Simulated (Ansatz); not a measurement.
Basis-set extrapolation for C$_{4}$H$_{10}$Si (`C=CCC[SiH3]`) (PBE0-D4/def2-TZVP geometry, frozen core, Ansatz). Multiplicity 1, RHF reference.

```json
{"": "HF", "def2-TZVPP": "-446.270511", "def2-QZVPP": "-446.286800"}
{"": "MP2 correlation", "def2-TZVPP": "-0.806788", "def2-QZVPP": "-0.858268"}
{"": "CCSD(T) correlation", "def2-TZVPP": "-0.904279", "def2-QZVPP": "not run"}
```

Energies in hartree. Use E(X) = E(∞) + A·exp(−7.88·√X) for Hartree–Fock and E(X) = E(∞) + B·X^(−2.97) for correlation, with X = 3 and 4, and add CCSD(T) minus MP2 of the smaller set to the MP2 limit.

**Question.** What is the CCSD(T) energy at the basis-set limit?

**Answer.** HF limit: -446.286800 + (-0.016289) × 0.13774 = -446.28904. MP2 limit: -0.858268 + (-0.051480) × 0.74074 = -0.89640. Higher-order term: -0.904279 − (-0.806788) = -0.09749. Total: -447.28293 hartree, 2.94 eV below CCSD(T)/def2-TZVPP.
